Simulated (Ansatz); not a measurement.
Cd(OH)(SMe) (CH4CdOS), SMILES C[S][Cd][OH].

The structure is a stationary point at PBE-D3(BJ)/def2-SVP. The structure was generated by enumeration; whether it is a known compound was not checked. The def2 effective core potentials stand for the cores of Cd; spin–orbit coupling is left out. The values are those of a single conformer.

Two levels are set side by side: PBE/def2-SVPD (Ansatz, a program for electronic structure) and PBE0/def2-SVPD (Ansatz). Energy differences of separate SCF runs at the same geometry; the states with an electron removed or added have multiplicity 2 and 2. Differences are taken from unrounded values.

```
quantity                           PBE0   PBE  PBE minus PBE0
---------------------------------  ----  ----  --------------
vertical ionisation energy (eV)    8.92  8.75           -0.17
vertical singlet–triplet gap (eV)  3.93  3.61           -0.33
```
